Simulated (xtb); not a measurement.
Job for xtb: GFN2-xTB on AlH5Si (SMILES [AlH2][SiH3]), a point of a torsion scan.

```
$ xtb mol.xyz --gfn 2 --opt vtight --chrg 0 --uhf 0 --input xcontrol
7

Al     1.32478660     0.03358663     0.01970227
Si    -1.02042260    -0.06945760     0.00599038
H      2.27474853    -1.23427358    -0.04926889
H      1.95540625     1.51242857     0.04916453
H     -1.46921800    -1.41597493     0.40208405
H     -1.48081773     0.28723310    -1.33389842
H     -1.58498005     0.88875832     0.97394149
$constrain
  force constant=1.0
  dihedral: 3,1,2,5,20.0
$end
```

It printed:

```
[...]
           -------------------------------------------------
          |                Calculation Setup                |
           -------------------------------------------------



           -------------------------------------------------
          |                 G F N 2 - x T B                 |
           -------------------------------------------------

        Reference                      10.1021/acs.jctc.8b01176
      * Hamiltonian:
        H0-scaling (s, p, d)           1.850000    2.230000    2.230000
        zeta-weighting                 0.500000
      * Dispersion:
        s8                             2.700000
        a1                             0.520000
        a2                             5.000000
        s9                             5.000000
      * Repulsion:
        kExp                           1.500000    1.000000
        rExp                           1.000000
      * Coulomb:
        alpha                          2.000000
        third order                    shell-resolved
        anisotropic                    true
        a3                             3.000000
        a5                             4.000000
        cn-shift                       1.200000
        cn-exp                         4.000000
        max-rad                        5.000000


          ...................................................
          :                      SETUP                      :
          :.................................................:
          :  # basis functions                  25          :
          :  # atomic orbitals                  23          :
          :  # shells                           11          :
          :  # electrons                        12          :
          :  max. iterations                   250          :
          :  Hamiltonian                  GFN2-xTB          :
          :  restarted?                      false          :
          :  GBSA solvation                  false          :
          :  PC potential                    false          :
          :  electronic temp.          300.0000000     K    :
          :  accuracy                    1.0000000          :
          :  -> integral cutoff          0.2500000E+02      :
          :  -> integral neglect         0.1000000E-07      :
          :  -> SCF convergence          0.1000000E-05 Eh   :
          :  -> wf. convergence          0.1000000E-03 e    :
          :  Broyden damping             0.4000000          :
          :  net charge                          0          :
          :  unpaired electrons                  0          :
          ...................................................

 iter      E             dE          RMSdq      gap      omega  full diag
   1     -5.2559388 -0.525594E+01  0.227E+01    2.72       0.0  T
   2     -5.3387744 -0.828356E-01  0.146E+01    2.98       1.0  T
   3     -5.3235319  0.152425E-01  0.901E+00    2.97       1.0  T
   4     -5.3582626 -0.347307E-01  0.158E+00    3.41       1.0  T
   5     -5.3609124 -0.264985E-02  0.752E-01    3.42       1.0  T
   6     -5.3610447 -0.132273E-03  0.376E-01    3.39       1.0  T
   7     -5.3611456 -0.100952E-03  0.801E-02    3.39       1.0  T
   8     -5.3611487 -0.310025E-05  0.278E-02    3.38       1.4  T
   9     -5.3611489 -0.142607E-06  0.621E-03    3.38       6.1  T
  10     -5.3611489 -0.206000E-07  0.397E-03    3.38       9.5  T
  11     -5.3611489 -0.415180E-08  0.377E-04    3.38     100.3  T
  12     -5.3611489 -0.286583E-09  0.115E-04    3.38     328.9  T

   *** convergence criteria satisfied after 12 iterations ***

         #    Occupation            Energy/Eh            Energy/eV
      -------------------------------------------------------------
         1        2.0000           -0.7097227             -19.3125
         2        2.0000           -0.4929630             -13.4142
         3        2.0000           -0.4361769             -11.8690
         4        2.0000           -0.4322883             -11.7632
         5        2.0000           -0.4117469             -11.2042
         6        2.0000           -0.3565344              -9.7018 (HOMO)
         7                         -0.2322015              -6.3185 (LUMO)
         8                         -0.2262496              -6.1566
         9                         -0.2150503              -5.8518
        10                         -0.1879080              -5.1132
        11                         -0.1835883              -4.9957
       ...                                ...                  ...
        23                          1.1826178              32.1807
      -------------------------------------------------------------
                  HL-Gap            0.1243329 Eh            3.3833 eV
             Fermi-level           -0.2943679 Eh           -8.0102 eV

 SCC (total)                   0 d,  0 h,  0 min,  0.002 sec
 SCC setup                      ...        0 min,  0.000 sec (  2.335%)
 Dispersion     
[...]
            -9.9377 (HOMO)
         7                         -0.2349995              -6.3947 (LUMO)
         8                         -0.2303628              -6.2685
         9                         -0.2198718              -5.9830
        10                         -0.1903911              -5.1808
        11                         -0.1764578              -4.8017
       ...                                ...                  ...
        23                          1.2692433              34.5379
      -------------------------------------------------------------
                  HL-Gap            0.1302041 Eh            3.5430 eV
             Fermi-level           -0.3001016 Eh           -8.1662 eV

 SCC (total)                   0 d,  0 h,  0 min,  0.001 sec
 SCC setup                      ...        0 min,  0.000 sec (  2.298%)
 Dispersion                     ...        0 min,  0.000 sec (  0.623%)
 classical contributions        ...        0 min,  0.000 sec (  0.307%)
 integral evaluation            ...        0 min,  0.000 sec ( 28.643%)
 iterations                     ...        0 min,  0.000 sec ( 20.776%)
 molecular gradient             ...        0 min,  0.001 sec ( 43.957%)
 printout                       ...        0 min,  0.000 sec (  3.045%)

         :::::::::::::::::::::::::::::::::::::::::::::::::::::
         ::                     SUMMARY                     ::
         :::::::::::::::::::::::::::::::::::::::::::::::::::::
         :: total energy              -5.320525480201 Eh    ::
         :: gradient norm              0.000028829177 Eh/a0 ::
         :: HOMO-LUMO gap              3.543035083342 eV    ::
         ::.................................................::
         :: SCC energy                -5.362598191960 Eh    ::
         :: -> isotropic ES            0.030423867879 Eh    ::
         :: -> anisotropic ES          0.005158902916 Eh    ::
         :: -> anisotropic XC         -0.006267719865 Eh    ::
         :: -> dispersion             -0.003152731028 Eh    ::
         :: repulsion energy           0.042072708929 Eh    ::
         :: add. restraining           0.000000002829 Eh    ::
         :: total charge               0.000000000000 e     ::
         :::::::::::::::::::::::::::::::::::::::::::::::::::::

           -------------------------------------------------
          |                Property Printout                |
           -------------------------------------------------

    * Orbital Energies and Occupations

         #    Occupation            Energy/Eh            Energy/eV
      -------------------------------------------------------------
         1        2.0000           -0.7075892             -19.2545
         2        2.0000           -0.4950354             -13.4706
         3        2.0000           -0.4292437             -11.6803
         4        2.0000           -0.4284649             -11.6591
         5        2.0000           -0.4102013             -11.1621
         6        2.0000           -0.3652037              -9.9377 (HOMO)
         7                         -0.2349995              -6.3947 (LUMO)
         8                         -0.2303628              -6.2685
         9                         -0.2198718              -5.9830
        10                         -0.1903911              -5.1808
        11                         -0.1764578              -4.8017
        12                         -0.1562754              -4.2525
        13                         -0.1219771              -3.3192
        14                         -0.1161008              -3.1593
        15                         -0.1058217              -2.8796
        16                         -0.0173530              -0.4722
        17                          0.0234558               0.6383
       ...                                ...                  ...
        23                          1.2692433              34.5379
      -------------------------------------------------------------
                  HL-Gap            0.1302041 Eh            3.5430 eV
             Fermi-level           -0.3001016 Eh           -8.1662 eV

     #   Z          covCN         q      C6AA      α(0)
     1  13 Al       2.653     0.305    95.254    19.924
     2  14 Si       3.638     0.356   101.269    19.301
     3   1 H        0.877    -0.181     9.490     4.823
     4   1 H        0.877    -0.180     9.455     4.814
     5   1 H        0.913    -0.099     5.535     3.680
     6   1 H        0.913    -0.101     5.612     3.706
     7   1 H        0.913    -0.100     5.571     3.692

 Mol. C6AA /au·bohr⁶  :       1076.640534
 Mol. C8AA /au·bohr⁸  :      50820.828679
 Mol. α(0) /au        :         59.939972


Wiberg/Mayer (AO) data.
Note: The following floating-point exceptions are signalling: IEEE_UNDERFLOW_FLAG IEEE_DENORMAL
normal termination of xtb
largest (>0.10) Wiberg bond orders for each atom

 ---------------------------------------------------------------------------
     #   Z sym  total        # sym  WBO       # sym  WBO       # sym  WBO
 ---------------------------------------------------------------------------
     1  13 Al   3.034 --     2 Si   0.966     4 H    0.896     3 H    0.896
     2  14 Si   3.603 --     1 Al   0.966     6 H    0.853     7 H    0.848
                             5 H    0.845
     3   1 H    0.967 --     1 Al   0.896
     4   1 H    0.968 --     1 Al   0.896
     5   1 H    0.990 --     2 Si   0.845
     6   1 H    0.990 --     2 Si   0.853
     7   1 H    0.990 --     2 Si   0.848
 ---------------------------------------------------------------------------

Topologies differ in total number of bonds
Writing topology from bond orders to xtbtopo.mol

molecular dipole:
                 x           y           z       tot (Debye)
 q only:       -0.530      -0.024      -0.005
   full:       -0.356      -0.012      -0.009       0.907
molecular quadrupole (traceless):
                xx          xy          yy          xz          yz          zz
 q only:       -4.306      -0.277       0.600      -0.025      -0.012       3.705
  q+dip:       -4.413      -0.327       1.183      -0.002      -0.008       3.230
   full:       -8.544      -0.489      -0.099      -0.042      -0.028       8.642

           -------------------------------------------------
          |                Geometry Summary                 |
           -------------------------------------------------

      molecular mass/u    :       60.1067410
   center of mass at/Å    :        0.1309472       0.0135878       0.0033943
  moments of inertia/u·Å² :        0.8722685E+01   0.1025847E+03   0.1058353E+03
rotational constants/cm⁻¹ :        0.1932620E+01   0.1643288E+00   0.1592818E+00

 * 5 selected distances

     #   Z          #   Z                                           value/Å
     1  13 Al       3   1 H                                       1.5667808 (max)
     1  13 Al       4   1 H                                       1.5662419
     2  14 Si       5   1 H                                       1.4823468
     2  14 Si       6   1 H                                       1.4816554 (min)
     2  14 Si       7   1 H                                       1.4819662

 * 2 distinct bonds (by element types)

   Z      Z             #   av. dist./Å        max./Å        min./Å
   1 H   13 Al          2     1.5665114     1.5667808     1.5662419
   1 H   14 Si          3     1.4819895     1.4823468     1.4816554


optimized geometry written to: xtbopt.xyz


           -------------------------------------------------
          | TOTAL ENERGY               -5.320525480201 Eh   |
          | GRADIENT NORM               0.000028829177 Eh/α |
          | HOMO-LUMO GAP               3.543035083342 eV   |
           -------------------------------------------------

------------------------------------------------------------------------
------------------------------------------------------------------------
 total:
 SCF:
 ANC optimizer:
```

The run finished.

Warnings raised: the energy holds the restraint's term.

Cost: around 0.04 core-seconds (rough).
